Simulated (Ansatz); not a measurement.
A structure relaxed at PBE0-D4/def2-TZVP, charge 0, multiplicity 1:

```xyz
8

Cl   -0.642    1.253   -1.492
C    -0.173    0.198   -0.162
Te   -1.730   -1.078    0.556
C     1.213   -0.254   -0.091
O     0.691    0.772    0.753
H    -2.718    0.211    0.882
H     1.455   -1.188    0.409
H     1.905    0.086   -0.856
```

Q: Give its formula and SMILES.

A: C2H3ClOTe, `ClC1([TeH])CO1`.

Q: Summarise the bond lengths by kind.

A: 1 × C–Cl 1.761 Å; 1 × C–Te 2.138 Å; 1 × C–C 1.459 Å; 2 × C–O 1.383 to 1.428 Å; 1 × H–Te 1.656 Å; 2 × C–H 1.085 to 1.087 Å.

Program: Ansatz 0.2.0.
